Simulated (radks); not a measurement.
Question: Successive ionisation energies (eV) of one element, from differences of total energies of ions in their ground configurations, starting at charge 22: 757.62, 793.88, 829.96, 875.70, 913.39, 950.83, 1066.6, 1108.7, 1915.8, 2005.0, 2095.4, 2186.9, 2279.4, 2398.9, 2496.2, 2594.7, 2694.2, 2794.5, 3123.6, 3212.5, 3300.5, 3414.6. Calculated with a radial shooting solver on a logarithmic mesh with Libxc functionals: scalar-relativistic Kohn-Sham, LDA (Slater exchange, VWN5 correlation), spin-polarised, spherical densities, finite nucleus; open shells are filled with parallel spins first (spin-orbit coupling, left out, can overturn this in heavy ions); Fermi nuclear charge, rms radius 4.8771 fm. Which element is it?

Answer: Cerium (Z = 58). The first species listed is Ce22+ in [Kr], the last Ce43+ in [Ne] 3s2 3p3.
